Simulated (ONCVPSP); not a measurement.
**Before and after: ONCV potential for Ce**

```json
{
 "Element": "Ce",
 "Generator": "ONCVPSP 4.0.1",
 "Type": "optimised norm-conserving Vanderbilt (ONCV)",
 "Functional": "PBE",
 "Relativity": "scalar-relativistic",
 "Frozen core": "[Kr] 4d10",
 "Valence charge": "12",
 "Reference configuration": "4f1 5s2 5p6 5d1 6s1.75 6p0.25",
 "Partial waves": "5s+6s: rc 2.50 bohr, ncon 4, nbas 8, qcut 5.5 1/bohr, 2 projectors; 5p+6p: rc 3.10 bohr, ncon 4, nbas 9, qcut 4.3 1/bohr, 2 projectors; 5d: rc 2.55 bohr, ncon 3, nbas 6, qcut 3.6 1/bohr, 3 projectors, debl 3.8 Ha; 4f: rc 1.30 bohr, ncon 4, nbas 9, qcut 10.9 1/bohr, local",
 "Local potential": "the f channel",
 "Core correction": "polynomial model core, fcfact 0.3"
}
```

All-electron outer shells of the reference configuration (PBE, scalar-relativistic, ld1.x):

| shell | level (eV) | outermost node (bohr) | outermost maximum (bohr) |
| --- | --- | --- | --- |
| 4p | -211.35 | 0.33 | 0.62 |
| 4d | -110.78 | 0.31 | 0.66 |
| 5s | -40.88 | 0.75 | 1.37 |
| 5p | -23.51 | 0.81 | 1.55 |
| 4f | -5.67 | – | 0.71 |
| 6s | -3.91 | 1.82 | 3.72 |
| 5d | -3.29 | 0.92 | 2.15 |
| 6p | -1.49 | 2.15 | 4.84 |

Change: p: qcut 3.

Cutoffs: the cutoffs (Ha) at which the residual kinetic energy of the hardest occupied pseudo-wave falls to 1 and 0.1 mHa per electron; they do not see the model core or the augmentation charge, which bear on the density cutoff. Errors are all-electron minus pseudo energies relative to the spin-unpolarised reference configuration.

Predict the effect on cutoff, ghosts and configuration errors.

The potential gets neither clearly harder nor softer (60 Ha and 191 Ha → 60 Ha and 191 Ha); both files keep a bound ghost (p, s); of the 3 tests that both files solve, the error grows in 2 and shrinks in 0 by more than 15 % and 0.3 meV (median size 1.4 → 1.9 meV).

| quantity | base | changed |
| --- | --- | --- |
| cutoff, loose | 60 Ha | 60 Ha |
| cutoff, tight | 191 Ha | 191 Ha |
| loose cutoff by channel | s 9.3 Ha, p 5.5 Ha, d 5.8 Ha, f 60 Ha | s 9.3 Ha, p 4.5 Ha, d 5.8 Ha, f 60 Ha |
| bound ghosts | s, p | s, p |
| GHOST(+) flags under 300 eV | none | none |
| tests counted as reliable (solved cleanly; for ONCVPSP, near-neutral configurations with less than one 5d electron left out) | 3 of 4 | 3 of 4 |
| error for 4f1 5s2 5p6 5d1 6s2 6p0, meV [ΔE -0.60 eV] | +0.1 | 0.0 |
| error for 4f1 5s2 5p6 5d1 6s1 6p0, meV [ΔE 5.47 eV] | -1.4 | -1.9 |
| error for 4f1 5s2 5p6 5d1 6s0 6p0, meV [ΔE 16.55 eV] | -4.7 | -12 |
| s: phases at 2.54 bohr within 0.05 rad from the reference energy up to (Ha; the scan ends near 5) | 3.5 | 3.5 |
| p: phases at 3.15 bohr within 0.05 rad from the reference energy up to (Ha; the scan ends near 5) | 2.5 | 2.4 |
| d: phases at 2.58 bohr within 0.05 rad from the reference energy up to (Ha; the scan ends near 5) | to the end of the scan | to the end of the scan |
| f: phases at 1.32 bohr within 0.05 rad from the reference energy up to (Ha; the scan ends near 5) | 1.1 | 1.1 |
| rms error of d²Exc/dni dnj with the model core, mHa | 1.98 | 1.99 |

 A true bound ghost makes a file unfit for plane-wave use even where its test errors are small: the radial tests pick states by their node count and pass the ghost by.
